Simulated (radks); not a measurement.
Excited configurations of Tm II: one electron is placed in a higher orbital outside [Xe] 4f13. The ground configuration is [Xe] 4f13 6s1. All-electron calculation, Dirac Kohn-Sham, BLYP, spin-unpolarised, spherical densities, finite nucleus; open shells fill j = l - 1/2 first; Fermi nuclear charge, rms radius 5.2256 fm. Program: a radial shooting solver on a logarithmic mesh with Libxc functionals. Excitation = E - E(ground); binding = E(ion) - E, where the ion is the core of charge +2; n* = 2/sqrt(2 binding) in atomic units, and the quantum defect is n - n*.

| outer orbital | excitation (eV) | binding (eV) | n* | eigenvalue (eV) |
|---|---|---|---|---|
| 6p1/2 | 3.451 | 8.796 | 2.487 | -6.424 |
| 6d3/2 | 7.578 | 4.669 | 3.414 | -3.435 |
| 7s1/2 | 6.535 | 5.712 | 3.087 | -4.457 |
| 7p1/2 | 7.607 | 4.640 | 3.425 | -3.554 |
| 7d3/2 | 9.308 | 2.940 | 4.303 | -2.227 |

The Delta-SCF ionisation energy is 12.247 eV (NIST Atomic Spectra Database: 12.07 eV, semi-empirical). Self-interaction in the functional shifts the binding energies and quantum defects, so they are the method's values and not measured ones. Spin polarisation and multiplet splitting are left out, so open shells lie too high by an amount that depends on their filling.

Beside tabulated values, note that spin-unpolarised runs miss the spin-polarisation part of the exchange energy of open shells.
